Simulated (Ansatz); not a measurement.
Ba₂O. Charge 0, multiplicity 3. Geometry PBE0-D4/def2-TZVP; atoms count from 1.

```xyz
3

Ba   -0.270    0.866    1.986
Ba    0.270   -0.871   -1.984
O     0.000    0.004   -0.002
```

In the def2 sets Ba takes a core potential; there is no spin–orbit coupling. The structure comes from a short search, and lower isomers may exist.

**Question.** Estimate the Mulliken populations from the PBE0/def2-TZVP orbitals of Ansatz.

**Answer.** 
```csv
atom,charge (e),spin (α − β)
Ba1,0.51,1.01
Ba2,0.51,1.01
O3,-1.03,-0.03
```
Mulliken values and Mayer orders depend strongly on the basis.

**Question.** Where does the spin sit?

**Answer.** Summed by element: Ba 2.03, O -0.03, of 2 unpaired in all. Largest on single atoms: Ba1 1.01, Ba2 1.01, O3 -0.03.

**Question.** And the Mayer bond orders between bonded heavy atoms (over 0.3)?

**Answer.** Ba1–Ba2 0.74 (4.37 Å); Ba1–O3 0.75 (2.18 Å); Ba2–O3 0.75 (2.18 Å).
